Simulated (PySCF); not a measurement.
thiooxirane (C2H4S), singlet, geometry from GFN2-xTB; M062X/6-31G** run with PySCF.

Input for PySCF:
```python
from pyscf import gto, scf, dft

mol = gto.Mole()
mol.atom = '''
    C     0.01173100   -0.72708757   -0.79850692
    S     0.00262325   -0.01384904    0.85337863
    C    -0.01656607    0.75261357   -0.77440663
    H    -0.88881533   -1.25980956   -1.07214441
    H     0.93050588   -1.22493589   -1.07717098
    H     0.88233454    1.29402388   -1.03614401
    H    -0.93698668    1.25915021   -1.03111744
'''
mol.basis = '6-31g**'
mol.verbose = 5
mol.build()

mf = dft.RKS(mol)
mf.xc = 'm062x'
mf.kernel()
mf.analyze()
```

Problem. What does PySCF print? Leave out banner, timings and long lists.

Solution. 
```
PySCF version 2.14.0

[INPUT] verbose = 5
[INPUT] max_memory = 4000
[INPUT] num. atoms = 7
[INPUT] num. electrons = 32
[INPUT] charge = 0
[INPUT] spin (= nelec alpha-beta = 2S) = 0
[INPUT] symmetry False subgroup None
[INPUT] Mole.unit = angstrom
[INPUT] Symbol           X                Y                Z      unit          X                Y                Z       unit  Magmom
[...]
[INPUT] ---------------- BASIS SET ----------------
[INPUT] l, kappa, [nprim/nctr], expnt,             c_1 c_2 ...
[INPUT] S
[...]
                                3301.49           0.01423
                                754.146           0.069696
                                212.711           0.238487
                                67.9896           0.483307
                                23.0515           0.338074
[...]
                                100.71            -0.031693
                                32.1599           -0.113317
                                11.8079           0.05609
                                4.6311            0.592255
                                1.87025           0.455006
[...]
                                0.922167          0.066957
                                0.341287          1.05451
[...]
                                100.71            0.030681
                                32.1599           0.130452
                                11.8079           0.327205
                                4.6311            0.452851
                                1.87025           0.256042
[...]
                                0.922167          0.310263
                                0.341287          0.754483
[...]
[INPUT] C
[...]
                                457.36951         0.0140373
                                103.94869         0.0688426
                                29.210155         0.2321844
                                9.286663          0.4679413
                                3.163927          0.362312
[...]
                                1.8812885         -0.1608542
                                0.5442493         1.1434564
[...]
                                1.8812885         0.316424
                                0.5442493         0.7443083
[...]
[INPUT] H
[...]
                                2.8253937         0.23472695
                                0.6401217         0.81375733
[...]
nuclear repulsion = 101.924359571954
number of shells = 32
number of NR pGTOs = 133
number of NR cGTOs = 66
basis = 6-31g**
ecp = {}

******** <class 'pyscf.dft.rks.RKS'> ********
method = RKS
initial guess = minao
damping factor = 0
level_shift factor = 0
DIIS = <class 'pyscf.scf.diis.CDIIS'>
diis_start_cycle = 1
diis_space = 8
diis_damp = 0
SCF conv_tol = 1e-09
SCF conv_tol_grad = None
SCF max_cycles = 50
direct_scf = True
direct_scf_tol = 1e-13
XC library pyscf.dft.libxc version 7.1.2
    S. Lehtola, C. Steigemann, M. J. T. Oliveira, and M. A. L. Marques,  SoftwareX 7, 1–5 (2018)
XC functionals = m062x
    Y. Zhao and D. G. Truhlar,  Theor. Chem. Acc. 120, 215 (2008)
    Y. Zhao and D. G. Truhlar,  Theor. Chem. Acc. 120, 215 (2008)
radial grids:
    Treutler-Ahlrichs [JCP 102, 346 (1995); DOI:10.1063/1.469408] (M4) radial grids

becke partition: Becke, JCP 88, 2547 (1988); DOI:10.1063/1.454033
pruning grids: <function nwchem_prune>
grids dens level: 3
symmetrized grids: False
atomic radii adjust function: <function treutler_atomic_radii_adjust>
small_rho_cutoff = 0
Set gradient conv threshold to 3.16228e-05
Initial guess from minao.
atom C rad-grids = 75, ang-grids = [ 50  50  50  50  50  50  50  50  50  50  50  50  50  50  50  50  50  50
  50  50  50  50  86  86  86  86  86  86  86  86  86  86 266 266 266 266
 266 266 302 302 302 302 302 302 302 302 302 302 302 302 302 302 302 302
 302 302 302 302 266 266 266 266 266 266 266 266 266 266 266 266 266 266
 266 266 266]
atom S rad-grids = 80, ang-grids = [ 50  50  50  50  50  50  50  50  50  50  50  50  50  50  50  50  50  50
[...]
converged SCF energy = -476.706003074973
Total Energy =                        -476.706003074972784
[...]
2 C 2py         -0.00041   0.00320   0.01982   0.00066   0.02989
2 C 2pz          0.00005  -0.00535  -0.01106  -0.00007  -0.00998
2 C 3px         -0.03427  -0.00148  -0.00003  -0.01844   0.00047
2 C 3py         -0.00058   0.07339   0.00029  -0.00020  -0.02919
2 C 3pz          0.00007  -0.02220  -0.00891   0.00003   0.00407
2 C 3dxy         0.33647  -0.01413   0.00770   0.31186   0.01425
2 C 3dyz         0.00505  -0.19603  -0.05667  -0.00347  -0.07813
2 C 3dz^2       -0.00150  -0.08360  -0.19400   0.00180  -0.19308
2 C 3dxz         0.32042   0.00432  -0.00037  -0.15605  -0.00130
2 C 3dx2-y2     -0.01239  -0.35504   0.21185  -0.01432   0.32826
3 H 1s           0.00606   0.00421  -0.02377   0.03080   0.02477
3 H 2s           0.02739   0.02345   0.03568  -0.04225  -0.04252
3 H 2px          0.07340   0.35063  -0.37267   0.33955   0.29040
3 H 2py          0.32834  -0.17910  -0.22693   0.23733   0.26643
3 H 2pz         -0.16537  -0.06716  -0.11100   0.10795   0.12910
4 H 1s          -0.00608   0.00420  -0.02376  -0.03102   0.02437
4 H 2s          -0.02743   0.02347   0.03570   0.04264  -0.04195
4 H 2px          0.08767  -0.34390   0.38103   0.35129  -0.29567
4 H 2py         -0.32424  -0.19232  -0.21270  -0.22718   0.25254
4 H 2pz          0.16530  -0.06514  -0.11328  -0.11138   0.12945
5 H 1s           0.00607  -0.00421  -0.02376  -0.03079  -0.02480
5 H 2s           0.02739  -0.02345   0.03567   0.04222   0.04256
5 H 2px         -0.07443   0.35106   0.37181   0.33863   0.28987
5 H 2py         -0.32274  -0.18122   0.23024   0.24067   0.27067
5 H 2pz         -0.17545   0.05922  -0.10574  -0.10217  -0.12221
6 H 1s          -0.00608  -0.00420  -0.02376   0.03101  -0.02439
6 H 2s          -0.02743  -0.02347   0.03568  -0.04261   0.04199
6 H 2px         -0.08662  -0.34354  -0.38153   0.35166  -0.29669
6 H 2py          0.31868  -0.19442   0.21602  -0.23053   0.25670
6 H 2pz          0.17617   0.06109  -0.10389   0.10170  -0.11946
               #66
0 C 1s          -0.00000
0 C 2s           0.00007
0 C 3s          -0.00003
0 C 2px         -0.04182
0 C 2py         -0.00084
0 C 2pz          0.00009
0 C 3px         -0.03122
0 C 3py         -0.00060
0 C 3pz          0.00008
0 C 3dxy         0.43928
0 C 3dyz         0.00240
0 C 3dz^2       -0.00108
0 C 3dxz         0.18428
0 C 3dx2-y2     -0.01617
1 S 1s           0.00000
1 S 2s          -0.00000
1 S 3s           0.00001
1 S 4s           0.00002
1 S 2px          0.00000
1 S 2py          0.00000
1 S 2pz          0.00000
1 S 3px         -0.00000
1 S 3py          0.00000
1 S 3pz         -0.00001
1 S 4px         -0.00000
1 S 4py          0.00000
1 S 4pz         -0.00000
1 S 3dxy        -0.01279
1 S 3dyz         0.00003
1 S 3dz^2        0.00003
1 S 3dxz        -0.00021
1 S 3dx2-y2      0.00048
2 C 1s          -0.00000
2 C 2s           0.00007
2 C 3s          -0.00003
2 C 2px          0.04187
2 C 2py          0.00085
2 C 2pz         -0.00014
2 C 3px          0.03120
2 C 3py          0.00060
2 C 3pz         -0.00009
2 C 3dxy         0.44529
2 C 3dyz        -0.00457
2 C 3dz^2        0.00063
2 C 3dxz        -0.16998
2 C 3dx2-y2     -0.01736
3 H 1s          -0.03072
3 H 2s           0.06404
3 H 2px         -0.32154
3 H 2py         -0.12690
3 H 2pz         -0.10247
4 H 1s           0.03062
4 H 2s          -0.06388
4 H 2px         -0.32507
4 H 2py          0.11425
4 H 2pz          0.10411
5 H 1s          -0.03076
5 H 2s           0.06411
5 H 2px          0.32116
5 H 2py          0.13039
5 H 2pz         -0.10032
6 H 1s           0.03066
6 H 2s          -0.06394
6 H 2px          0.32595
6 H 2py         -0.11769
6 H 2pz          0.09841
 ** Mulliken pop on meta-lowdin orthogonal AOs  **
 ** Mulliken pop  **
 ** Mulliken atomic charges  **
charge of    0C =     -0.24218
charge of    1S =     -0.03137
charge of    2C =     -0.24216
charge of    3H =      0.12895
charge of    4H =      0.12891
charge of    5H =      0.12896
charge of    6H =      0.12890
Dipole moment(X, Y, Z, Debye): -0.00624,  0.03279, -2.01645
```
